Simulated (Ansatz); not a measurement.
A nudged elastic band was laid between two geometries of CH₄NNaO (8 atoms, charge 0, multiplicity 1).

Computed with RKS PBE0/def2-SVPD (Ansatz 0.2.0).

| Quantity | Value |
| --- | --- |
| movable images | 5 |
| climbing image | yes |
| spring | 5.0 eV/Å² |
| optimiser | quadratic models (default) |
| start path | IDPP |
| force threshold | 0.03 eV/Å |
| iteration limit | 60 |
| end points | relaxed |

Initial state:

```xyz
8
Properties=species:S:1:pos:R:3
N -0.280 1.219 0.271
C 0.447 0.106 -0.335
O -0.019 -1.133 -0.039
Na -0.554 -2.996 0.279
H -1.257 1.158 -0.009
H -0.276 1.097 1.282
H 1.507 0.241 -0.018
H 0.432 0.308 -1.431
```

Final state:

```xyz
8
Properties=species:S:1:pos:R:3
N -0.589 0.428 0.468
C 0.561 -0.056 -0.429
O 0.603 -1.383 -0.523
Na -1.016 -1.867 0.685
H -1.215 1.042 -0.047
H -0.233 0.980 1.244
H 1.485 0.395 0.014
H 0.403 0.462 -1.410
```

Task: What changes between the two ends?

Result: Bonds formed: N1–Na4, C2–Na4. The height of N1 over the plane of its neighbours goes from 0.41 to -0.39 Å.

Task: Give the energies along the band, and the barrier.

Result: It converged. The highest image is number 3 of 0 to 6, 2.3 kcal/mol above the first end and 10.0 kcal/mol above the last; the last end lies 7.6 kcal/mol below the first. A vibrational analysis at the climbing image gives one clearly imaginary mode, 176i cm⁻¹: a first-order saddle point.

```json
{"image": "0", "path coordinate (Å)": "0.00", "energy (kcal/mol)": "0.0", "N1–Na4 (Å)": "4.22", "C2–Na4 (Å)": "3.32", "height of N1 over the plane of its neighbours (Å)": "0.41"}
{"image": "1", "path coordinate (Å)": "0.56", "energy (kcal/mol)": "0.4", "N1–Na4 (Å)": "3.91", "C2–Na4 (Å)": "3.28", "height of N1 over the plane of its neighbours (Å)": "0.41"}
{"image": "2", "path coordinate (Å)": "1.11", "energy (kcal/mol)": "1.4", "N1–Na4 (Å)": "3.46", "C2–Na4 (Å)": "3.12", "height of N1 over the plane of its neighbours (Å)": "0.39"}
{"image": "3", "path coordinate (Å)": "1.67", "energy (kcal/mol)": "2.3", "N1–Na4 (Å)": "2.85", "C2–Na4 (Å)": "2.83", "height of N1 over the plane of its neighbours (Å)": "0.24"}
{"image": "4", "path coordinate (Å)": "1.90", "energy (kcal/mol)": "0.8", "N1–Na4 (Å)": "2.63", "C2–Na4 (Å)": "2.76", "height of N1 over the plane of its neighbours (Å)": "0.02"}
{"image": "5", "path coordinate (Å)": "2.13", "energy (kcal/mol)": "-4.7", "N1–Na4 (Å)": "2.44", "C2–Na4 (Å)": "2.71", "height of N1 over the plane of its neighbours (Å)": "-0.21"}
{"image": "6", "path coordinate (Å)": "2.36", "energy (kcal/mol)": "-7.6", "N1–Na4 (Å)": "2.34", "C2–Na4 (Å)": "2.65", "height of N1 over the plane of its neighbours (Å)": "-0.39"}
```

Task: What is the geometry of the highest image?

Result: 
```xyz
8
Properties=species:S:1:pos:R:3
N -0.398 0.805 0.341
C 0.591 0.039 -0.448
O 0.482 -1.304 -0.428
Na -1.068 -1.940 0.721
H -1.353 0.802 0.001
H -0.327 0.738 1.350
H 1.575 0.397 -0.060
H 0.498 0.464 -1.475
```

Task: What are the harmonic wavenumbers there?

Result: 176i, 117, 240, 420, 457, 597, 861, 974, 1208, 1213, 1326, 1381, 1475, 1583, 2888, 2902, 3548, 3676 cm⁻¹.

Run time: 100 s on 2 threads of Arm Neoverse V2, with other jobs on the host, peak memory 0.21 GiB.
